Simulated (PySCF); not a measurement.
## Radial density of Mg (magnesium, neutral)

UHF, [Ne] 3s1 4s1, high-spin 3S determinant (an excited configuration). Calculation: PySCF 2.14, in aug-cc-pCVTZ-DK with one added diffuse shell each of s, p, d, f type (9s8p6d4f, 91 functions); scalar relativity by spin-free X2C-1e.

```json
{"r (bohr)": "0.00188", "4πr²ρ (e/bohr)": "0.05300", "4πr²(ρα − ρβ)": "0.0001"}
{"r (bohr)": "0.00316", "4πr²ρ (e/bohr)": "0.1401", "4πr²(ρα − ρβ)": "0.0003"}
{"r (bohr)": "0.00531", "4πr²ρ (e/bohr)": "0.3658", "4πr²(ρα − ρβ)": "0.0007"}
{"r (bohr)": "0.00893", "4πr²ρ (e/bohr)": "0.9280", "4πr²(ρα − ρβ)": "0.0019"}
{"r (bohr)": "0.0150", "4πr²ρ (e/bohr)": "2.232", "4πr²(ρα − ρβ)": "0.0045"}
{"r (bohr)": "0.0253", "4πr²ρ (e/bohr)": "4.882", "4πr²(ρα − ρβ)": "0.0097"}
{"r (bohr)": "0.0425", "4πr²ρ (e/bohr)": "9.092", "4πr²(ρα − ρβ)": "0.0171"}
{"r (bohr)": "0.0715", "4πr²ρ (e/bohr)": "12.94", "4πr²(ρα − ρβ)": "0.0204"}
{"r (bohr)": "0.120", "4πr²ρ (e/bohr)": "12.11", "4πr²(ρα − ρβ)": "0.0080"}
{"r (bohr)": "0.202", "4πr²ρ (e/bohr)": "7.781", "4πr²(ρα − ρβ)": "-0.0011"}
{"r (bohr)": "0.340", "4πr²ρ (e/bohr)": "9.041", "4πr²(ρα − ρβ)": "0.0484"}
{"r (bohr)": "0.572", "4πr²ρ (e/bohr)": "10.84", "4πr²(ρα − ρβ)": "0.0547"}
{"r (bohr)": "0.962", "4πr²ρ (e/bohr)": "4.816", "4πr²(ρα − ρβ)": "-0.0020"}
{"r (bohr)": "1.62", "4πr²ρ (e/bohr)": "0.7970", "4πr²(ρα − ρβ)": "0.2720"}
{"r (bohr)": "2.72", "4πr²ρ (e/bohr)": "0.4144", "4πr²(ρα − ρβ)": "0.4071"}
{"r (bohr)": "4.58", "4πr²ρ (e/bohr)": "0.1153", "4πr²(ρα − ρβ)": "0.1153"}
{"r (bohr)": "7.70", "4πr²ρ (e/bohr)": "0.1504", "4πr²(ρα − ρβ)": "0.1504"}
{"r (bohr)": "13.0", "4πr²ρ (e/bohr)": "0.04233", "4πr²(ρα − ρβ)": "0.0423"}
{"r (bohr)": "21.8", "4πr²ρ (e/bohr)": "0.0003829", "4πr²(ρα − ρβ)": "0.0004"}
```

Densities and radii are taken from the X2C orbitals without a picture-change correction, which distorts them close to the nucleus.

The outer electron is Rydberg-like, and this basis confines it to a smaller radius and binds it less than a complete one would.

**Question.** Where is the radial spin density 4πr²(ρα − ρβ) most negative, and why is it negative at all?

**Answer.** Around r = 0.962 bohr, down to -0.0020 e/bohr: exchange with the open shell polarises the paired shells in an unrestricted calculation.
